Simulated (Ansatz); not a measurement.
Al(H)3 anion (AlH3), SMILES [AlH3] (connectivity only; charge and spin as stated), charge -1, multiplicity 2.

Coordinates come from a B3LYP-D3(BJ)/def2-TZVPD optimisation. The multiplicity is an assumed one; other spin states were not compared. The isomer is the one that the SMILES or the coordinates give; other isomers of the formula were not compared.

Two levels are set side by side: PBE/def2-TZVPD (Ansatz, a first-principles code) and CAM-B3LYP/def2-TZVPD (Ansatz). Energy differences of separate SCF runs at the same geometry; the states with an electron removed or added have multiplicity 1. Differences are taken from unrounded values.

| quantity | CAM-B3LYP |
|---|---|
| vertical ionisation energy (eV) | 0.99 |

Q: What does PBE give, and how far is it from CAM-B3LYP? (The exact figures need the calculation; the answer reports its results.)

A: 
```json
[
 {"quantity": "vertical ionisation energy (eV)", "PBE": "1.01", "PBE minus CAM-B3LYP": "0.02"}
]
```

Here PBE gives about what the other level gives.
